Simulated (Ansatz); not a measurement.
`C#C[SiH2]B(C)F` + H₂O → `C#C[SiH2]O` + `CBF`  (formal hydrolysis of the Si–B bond)

Computed with Ansatz on PBE0-D4/def2-TZVP structures; ΔE is electronic, products minus reactants. CCSD(T)/CBS adds triple-zeta CCSD(T) − MP2 to the extrapolated MP2 energy (def2 sets, frozen cores). This one scheme is used for every species. Functionals use def2-TZVPP. One conformer a species, not always the lowest.

```json
{"level": "PBE-D4", "ΔE (kcal/mol)": "-22.9"}
{"level": "ωB97M-V", "ΔE (kcal/mol)": "-28.5"}
{"level": "MP2/def2-TZVPP", "ΔE (kcal/mol)": "-29.5"}
{"level": "CCSD/def2-TZVPP", "ΔE (kcal/mol)": "-28.7"}
```

Question: What does CCSD(T)/CBS give? (Estimate.)

Answer: The calculation gave: -27.4 kcal/mol. The listed levels differ from it by 4.5, -1.1, -2.1, -1.3 kcal/mol.

Largest T1 diagnostic among the species: 0.013.

The D4 term adds +1.7 kcal/mol with B3LYP and +1.0 kcal/mol with PBE0; it sums over pairs of atoms, weighted by their polarisabilities, and B3LYP, whose exchange is more repulsive, gets the larger term. In def2-TZVPP, CCSD(T) changes the Hartree–Fock value by +6.6 kcal/mol (the triples alone add +0.9 kcal/mol) and MP2 by +4.9 kcal/mol.

B3LYP here is the variant with VWN-RPA as its local correlation; programs differ in this.
